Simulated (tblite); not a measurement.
Run record: tight-binding relaxation, `CC(=O)[SiH2]C(C)(C)CBr`.

Computed with GFN2-xTB geometry optimisation, gas phase (tblite 0.8.0). Start geometry: from a force field or distance geometry. The input is one job of a driver script: a line of settings, then coordinates in Å.

Command:
```bash
OMP_NUM_THREADS=1 python probes_run.py task.json out
```

Input:
```
{"job": {"kind": "relax", "xc": "GFN2-xTB", "basis": "xTB"}, "charge": 0, "multiplicity": 1}
C      3.266600     0.475900    -0.035500
C      1.890600     0.387300    -0.582700
O      1.538600     1.216600    -1.403200
Si     0.667200    -0.893700    -0.110700
C     -1.038200    -0.110700     0.069500
C     -0.837700     1.282200     0.574700
C     -1.790400    -0.175700    -1.250300
C     -1.837900    -0.908300     1.066500
Br    -1.982600    -2.737900     0.381500
H      3.586700    -0.357200     0.581900
H      3.311300     1.399800     0.585200
H      3.974500     0.616900    -0.881100
H      0.636300    -2.039500    -1.012800
H      0.986400    -1.405400     1.254100
H     -1.434300     1.360100     1.511900
H     -1.135600     2.067300    -0.145400
H      0.238000     1.506600     0.866300
H     -1.815400    -1.274200    -1.536500
H     -2.841100     0.107700    -1.043400
H     -1.301000     0.436800    -2.030500
H     -2.837500    -0.435400     1.140000
H     -1.254900    -0.900800     1.999500
```

Output:
```
step      E/eV     max force
  0    -797.35806    2.429
  1    -797.62246    1.142
  2    -797.72992    1.283
  3    -797.80175    0.593
  4    -797.87254    0.693
  5    -797.91738    0.495
  6    -797.93760    0.392
  7    -797.95816    0.335
  8    -797.97148    0.304
  9    -797.98279    0.278
... (105 lines left out)
115    -798.24316    0.017
116    -798.24323    0.016
117    -798.24328    0.014
118    -798.24332    0.013
119    -798.24334    0.014
120    -798.24338    0.015
121    -798.24342    0.015
122    -798.24348    0.017
123    -798.24351    0.013
124    -798.24353    0.009
```

«max force» is the largest atomic force in eV/Å.

**Question.** From which step on does the largest force stay under 0.1 eV/Å, and how much energy is left to gain from there?

**Answer.** From step 66 (0.080 eV/Å), 17.3 meV above the end.

Main results: energy lowered by 20.4 kcal/mol over 124 steps; largest atomic force 0.009 eV/Å at the end.

**Question.** Give the final coordinates.

**Answer.** 0.471 Å rms from the input after alignment:
```
atom  x, y, z in Å
C1     3.2586    0.5102   -0.2096
C2     1.8840    0.3637   -0.7954
O3     1.5130    1.0136   -1.7466
Si4    0.7195   -0.9470    0.0022
C5    -1.0197   -0.1429    0.1441
C6    -0.9182    1.2897    0.6803
C7    -1.6947   -0.1155   -1.2271
C8    -1.8739   -0.9257    1.1314
Br9   -1.9053   -2.8333    0.7442
H10    3.7465   -0.4619   -0.2083
H11    3.1662    0.8347    0.8249
H12    3.8536    1.2287   -0.7691
H13    0.7158   -2.1057   -0.8880
H14    1.2207   -1.2874    1.3403
H15   -1.9100    1.7243    0.8076
H16   -0.3668    1.9101   -0.0218
H17   -0.4084    1.3193    1.6429
H18   -1.8521   -1.1239   -1.6063
H19   -2.6631    0.3833   -1.1699
H20   -1.0756    0.4253   -1.9392
H21   -2.9148   -0.5976    1.1158
H22   -1.4856   -0.8432    2.1466
```

**Question.** Estimate the wall time. Hardware: one thread, Arm Neoverse N1 (aarch64), shared host.

**Answer.** About 2.2 s.
Labels such as C1 count atoms from 1, the log's own numbers from 0.
